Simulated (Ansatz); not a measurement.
Ansatz (a program for electronic structure) input (PBE/6-31G*):

Ansatz 0.2 input:
```yaml
crystal:
  periodic: [false, false, false]
  atoms:
    - {symbol: Si, position_ang: [-0.24911664, -0.34554293, 0.47556201]}
    - {symbol: H, position_ang: [-1.03104073, -1.22405466, -0.56426854]}
    - {symbol: F, position_ang: [0.50207486, 0.67351730, -0.67706661]}
basis:
  gaussian:
    orbitals: 6-31G*
hamiltonian:
  xc: {name: PBE}
total_charge: -1
magnetization: {spin_polarized: true, initial_magnetization: 1}
output: {forces: true}
```

Output:

```
WARN ansatz: RAYON_NUM_THREADS=1 ignored (pool sized by the plan → 1); use --threads N
Functional definition: PBE
integrals: 0.01 GiB planned
374 factors; their error is unknown
mean field: 0.08 GiB planned
mean field evaluation 1: about -10580.7594 eV, gradient 7.5e1 eV
mean field evaluation 2: about -10557.0986 eV, gradient 1.1e2 eV
mean field evaluation 4: about -10603.3343 eV, gradient 3.0e0 eV
mean field evaluation 8: about -10603.3830 eV, gradient 1.1e-1 eV
mean field evaluation 16: about -10603.3427 eV, gradient 7.2e-5 eV
mean field -10603.34272390 eV, -389.6656578996 hartree, gradient 7.2e-5 eV, S^2 0.752894; 0 other end points of the search recorded, 0 dependent functions left out
the calculation of the forces begins
reference -10603.34275247 eV, -389.6656589495 hartree; 13, 12 occupied and 23, 24 virtual orbitals, 374 factors
Total energy: -10603.34275247 eV, -389.6656589495 hartree
Atom 0 at    -0.249117    -0.345543     0.475562 Å, force     0.127992     0.144720     0.158929 eV/Å
Atom 1 at    -1.031041    -1.224055    -0.564269 Å, force    -0.231302    -0.272122    -0.157079 eV/Å
Atom 2 at     0.502075     0.673517    -0.677067 Å, force     0.103311     0.127402    -0.001850 eV/Å
Dipole moment:     0.132451     0.188629    -0.313183 e Å
```

The dipole moment of an ion depends on the origin.
